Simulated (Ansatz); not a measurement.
C2H8OSi2, SMILES `C1C[SiH2][SiH2]O1`. The species carries charge 0 and has multiplicity 1. The geometry is a stationary point of PBE0-D4/def2-TZVP.

```xyz
13

C     0.765    0.592   -1.032
C     1.215   -0.407    0.036
Si   -0.329   -1.139    0.864
Si   -1.524    0.785    0.287
O    -0.259    1.455   -0.560
H     0.415    0.055   -1.924
H     1.595    1.232   -1.344
H     1.863   -1.170   -0.403
H     1.795    0.116    0.804
H    -0.791   -2.381    0.187
H    -0.122   -1.426    2.308
H    -1.915    1.725    1.368
H    -2.708    0.564   -0.590
```

Task: What is the dipole moment at B3LYP/def2-TZVPP? (Best estimate.)

Result: Computed: 1.35 D, with components (0.89, -1.02, -0.04) D in this frame, pointing from negative to positive charge.

Task: And with PBE, r2SCAN, ωB97M-V? (Best estimate.)

Result: The calculation gave: PBE 1.31 D, r2SCAN 1.35 D, ωB97M-V 1.36 D.

Task: Give the Mulliken charges with B3LYP, PBE, r2SCAN in def2-TZVPP. (An estimate is asked.)

Result: Ansatz gave: 
```json
{"atom": "C1", "B3LYP": "0.02", "PBE": "0.01", "r2SCAN": "0.13"}
{"atom": "C2", "B3LYP": "-0.24", "PBE": "-0.20", "r2SCAN": "-0.19"}
{"atom": "Si3", "B3LYP": "0.17", "PBE": "0.11", "r2SCAN": "0.18"}
{"atom": "Si4", "B3LYP": "0.38", "PBE": "0.31", "r2SCAN": "0.39"}
{"atom": "O5", "B3LYP": "-0.39", "PBE": "-0.31", "r2SCAN": "-0.40"}
{"atom": "H6", "B3LYP": "0.09", "PBE": "0.08", "r2SCAN": "0.05"}
{"atom": "H7", "B3LYP": "0.09", "PBE": "0.08", "r2SCAN": "0.04"}
{"atom": "H8", "B3LYP": "0.08", "PBE": "0.08", "r2SCAN": "0.05"}
{"atom": "H9", "B3LYP": "0.10", "PBE": "0.10", "r2SCAN": "0.07"}
{"atom": "H10", "B3LYP": "-0.07", "PBE": "-0.05", "r2SCAN": "-0.07"}
{"atom": "H11", "B3LYP": "-0.07", "PBE": "-0.05", "r2SCAN": "-0.07"}
{"atom": "H12", "B3LYP": "-0.08", "PBE": "-0.06", "r2SCAN": "-0.08"}
{"atom": "H13", "B3LYP": "-0.09", "PBE": "-0.08", "r2SCAN": "-0.09"}
```

B3LYP here is the variant with VWN-RPA as its local correlation; programs differ in this.
